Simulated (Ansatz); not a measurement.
PBE exchange is replaced step by step with exact exchange (0 % is PBE, 25 % PBE0; no dispersion term), basis def2-SVP, Ansatz. System: the cluster Al₃Sb₃ (the lowest singlet isomer of a short search). Total charge 0; singlet. Geometry: PBE0-D4/def2-SVP.

Geometry of the singlet:

```xyz
6

Al    0.4948    1.8916   -1.2021
Al   -0.5898   -2.3246    1.4266
Al   -0.4775    0.3651    1.3169
Sb    2.0350    0.5658    0.4898
Sb    0.3722   -1.1661   -1.0892
Sb   -1.8348    0.6683   -0.9420
```

In the def2 sets Sb takes a core potential; there is no spin–orbit coupling. The restricted singlet is unstable towards broken spin symmetry at other levels; at PBE-D4/def2-SVP, PBE with 10 % exact exchange/def2-SVP, PBE with 15 % exact exchange/def2-SVP, PBE0-D4/def2-SVP and others this wasn't settled. The geometry of the singlet was relaxed on an unsound state (restricted singlet, unstable towards broken spin symmetry at other levels and untested here). The structure comes from a short search, and lower isomers may exist.

```csv
exact exchange (%),HOMO (eV),LUMO (eV),gap (eV)
0,-4.58,-3.48,1.10
10,-4.83,-3.32,1.51
25,-5.21,-3.08,2.13
40,-5.59,-2.84,2.75
```

Q: Estimate the row for 15 %.

A: 
```json
{"exact exchange (%)": "15", "HOMO (eV)": "-4.95", "LUMO (eV)": "-3.24", "gap (eV)": "1.71"}
```
